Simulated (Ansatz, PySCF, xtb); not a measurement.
Isomers of CH4BFS: 1 is CB(F)S, 2 is CSBF; one conformer of each (the lowest of an xTB search), B3LYP-D3(BJ)/def2-TZVP minima.
Isomer 1 (charge 0, multiplicity 1, Z-matrix in Å and degrees):
```
B
F 1 1.3370
C 1 1.5602 2 119.60
H 3 1.0895 1 113.88 2 179.83
H 3 1.0944 4 108.39 1 122.51
H 3 1.0944 4 108.38 5 115.00
S 1 1.8108 2 118.83 3 -179.99
H 7 1.3448 1 96.92 2 -0.01
```
Isomer 2 (charge 0, multiplicity 1):
```
atom    x (Å)    y (Å)    z (Å)
----  -------  -------  -------
C     -1.2222   0.0025   0.2459
S     -0.0849  -0.0422  -1.1852
B      1.5240  -0.0067  -0.4149
F      1.6614   0.0406   0.9098
H     -2.2333  -0.0340  -0.1524
H     -1.0531  -0.8555   0.8912
H     -1.0854   0.9216   0.8097
H      2.4935  -0.0263  -1.1041
```

No zero-point or thermal terms.

Rows in 6-31G* carry no dispersion term and start afresh at each structure (6-31G* with six Cartesian d functions). MP2/6-31G* freezes PySCF's default core.

The values were computed with Ansatz (Gaussian basis) for Hartree–Fock, density functionals and correlated methods; PySCF for 6-31G* rows; xtb for the GFN methods. Each number belongs to the level named beside it.

**Question.** One of these levels gives 0.649 eV for the electronic energy of isomer 2 less that of isomer 1. Which one is it?
A) MP2/6-31G*
B) r2SCAN/def2-TZVPP
C) GFN2-xTB

**Answer.** B, r2SCAN/def2-TZVPP. The others give 0.038 (GFN2-xTB), 0.491 (MP2/6-31G*)

Ansatz is a program for electronic structure.
